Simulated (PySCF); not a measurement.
**Nonlinear optical response: `CS(=O)(=O)c1ccc(Cl)cc1`, C7H7ClO2S**

Geometry:
```json
{"atom": "C1", "x (Å)": "2.326", "y (Å)": "0.577", "z (Å)": "-0.200"}
{"atom": "S2", "x (Å)": "1.397", "y (Å)": "-0.893", "z (Å)": "0.205"}
{"atom": "O3", "x (Å)": "1.694", "y (Å)": "-1.225", "z (Å)": "1.596"}
{"atom": "O4", "x (Å)": "1.612", "y (Å)": "-1.856", "z (Å)": "-0.872"}
{"atom": "C5", "x (Å)": "-0.303", "y (Å)": "-0.360", "z (Å)": "0.125"}
{"atom": "C6", "x (Å)": "-0.921", "y (Å)": "0.113", "z (Å)": "1.280"}
{"atom": "C7", "x (Å)": "-2.248", "y (Å)": "0.525", "z (Å)": "1.220"}
{"atom": "C8", "x (Å)": "-2.933", "y (Å)": "0.450", "z (Å)": "0.005"}
{"atom": "Cl9", "x (Å)": "-4.580", "y (Å)": "0.963", "z (Å)": "-0.070"}
{"atom": "C10", "x (Å)": "-2.316", "y (Å)": "-0.042", "z (Å)": "-1.147"}
{"atom": "C11", "x (Å)": "-0.990", "y (Å)": "-0.455", "z (Å)": "-1.084"}
{"atom": "H12", "x (Å)": "2.118", "y (Å)": "1.353", "z (Å)": "0.547"}
{"atom": "H13", "x (Å)": "3.380", "y (Å)": "0.270", "z (Å)": "-0.155"}
{"atom": "H14", "x (Å)": "2.062", "y (Å)": "0.906", "z (Å)": "-1.212"}
{"atom": "H15", "x (Å)": "-0.364", "y (Å)": "0.135", "z (Å)": "2.219"}
{"atom": "H16", "x (Å)": "-2.761", "y (Å)": "0.897", "z (Å)": "2.108"}
{"atom": "H17", "x (Å)": "-2.881", "y (Å)": "-0.106", "z (Å)": "-2.078"}
{"atom": "H18", "x (Å)": "-0.486", "y (Å)": "-0.869", "z (Å)": "-1.959"}
```

Method: quadratic response CAM-B3LYP/aug-cc-pVDZ first hyperpolarisability, Taylor convention, gas phase (PySCF). Geometry: PBE0-D3(BJ)/def2-SVP.

What is the first hyperpolarisability, and how does it disperse?

In 10⁻³⁰ esu, Taylor convention; the vector part is βᵢ = ⅓ Σⱼ (βᵢⱼⱼ + βⱼᵢⱼ + βⱼⱼᵢ); β∥ is 3/5 of the vector part along the dipole, the dipole points from − to +:
| process | λ (nm) | β vector norm | β∥ | β HRS | depolarisation ratio |
| --- | --- | --- | --- | --- | --- |
| static β(0;0,0) | ∞ | 2.44 | 0.04 | 1.08 | 4.07 |
| second harmonic β(−2ω;ω,ω) | 1907 | 2.62 | 0.07 | 1.16 | 4.12 |
| Pockels β(−ω;ω,0) | 1907 | 2.50 | 0.05 | – | – |
| second harmonic β(−2ω;ω,ω) | 1064 | 3.12 | 0.16 | 1.37 | 4.22 |
| Pockels β(−ω;ω,0) | 1064 | 2.64 | 0.07 | – | – |

Which lowest excitations, dipole and polarisabilities go with it?

S1 5.24 eV (f = 0.001); S2 5.66 eV (f = 0.235); S3 6.23 eV (f = 0.004); dipole 4.22 D; isotropic α 123.8 au static, 124.2 au at 1907 nm, 125.2 au at 1064 nm, 125.6 au at 953.5 nm, 130.0 au at 532 nm.
